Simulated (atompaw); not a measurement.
# An all-electron radial function and its pseudo partner (Hf)

Columns: radius, all-electron u(r) and pseudo u(r) of the 4f shell (level -23.76 eV) of hafnium in the configuration [Kr] 4d10 4f14 5s2 5p6 5d2 6s1 6p0; PBE, scalar-relativistic, PAW (atompaw) scheme, atompaw 4.2.0.5.

| r (bohr) | all-electron | pseudo |
| --- | --- | --- |
| 0.106 | 0.1667 | 0.0009 |
| 0.212 | 0.6828 | 0.0128 |
| 0.317 | 1.0766 | 0.0572 |
| 0.423 | 1.2260 | 0.1537 |
| 0.529 | 1.2040 | 0.3014 |
| 0.635 | 1.1019 | 0.4724 |
| 0.740 | 0.9746 | 0.6178 |
| 0.846 | 0.8458 | 0.6958 |
| 0.952 | 0.7272 | 0.6882 |
| 1.058 | 0.6223 | 0.6186 |
| 1.163 | 0.5321 | 0.5321 |
| 1.269 | 0.4540 | 0.4540 |
| 1.375 | 0.3873 | 0.3873 |
| 1.481 | 0.3307 | 0.3307 |
| 1.587 | 0.2826 | 0.2826 |
| 1.692 | 0.2421 | 0.2421 |
| 1.798 | 0.2074 | 0.2074 |
| 1.904 | 0.1780 | 0.1780 |
| 2.010 | 0.1529 | 0.1529 |
| 2.115 | 0.1318 | 0.1318 |
| 2.221 | 0.1136 | 0.1136 |
| 2.327 | 0.0980 | 0.0980 |
| 2.433 | 0.0847 | 0.0847 |
| 2.538 | 0.0734 | 0.0734 |
| 2.644 | 0.0636 | 0.0636 |
| 2.750 | 0.0551 | 0.0551 |

Q: How many radial nodes do the two functions have?

A: The all-electron 4f function has n − l − 1 = 0; the pseudo-wave has 0.

Q: At about which radius was the pseudo-wave matched?

A: 1.20 bohr, where the columns begin to agree (steps of 0.11 bohr).

Q: Where does each function peak?

A: Outermost all-electron maximum near 0.42 bohr, pseudo maximum near 0.85 bohr (to the table’s step).

Q: Is the pseudo-wave norm-conserving?

A: No, it belongs to a PAW set: the norm inside the radius is not constrained, and the difference is carried by the augmentation charge.
